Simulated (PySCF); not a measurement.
Coordinates in bohr (charge 1 multiplicity 1):
```
O     0.0000    0.0000    0.0000
Li    3.1780    0.0000    0.0000
Li   -1.5889    2.7522    0.0000
Li   -1.5890   -2.7522    0.0000
```

All numbers come from PBE0 in PySCF with O def2-TZVP, Li def2-TZVP; no relativity; density-fitted integrals.

This geometry of [Li3O]+ is a stationary point at this level.

(1) What is the point group?

(2) Is it a minimum?

(3) Which band is strongest in the infrared?

(4) Give the atomic charges and bond orders.

(5) Give the ideal-gas entropy at 298.15 K and 1 bar by parts.

## Answers

(1) D3h.

(2) Yes: all harmonic wavenumbers are real.

(3) 837 cm⁻¹ (e'), 631 km/mol.

(4) 
| atom | Mulliken | Löwdin | polar tensor | Mayer order to O1 |
| --- | --- | --- | --- | --- |
| O1 | -1.44 | -0.95 | -1.43 | – |
| Li2,3,4 | 0.81 | 0.65 | 0.81 | 0.35 |

(5) translation 153.9, rotation 78.8, vibration 22.3, spin 0.0; total 255.1 J/(mol K).

Only a few start shapes were tried, so a lower isomer may exist.
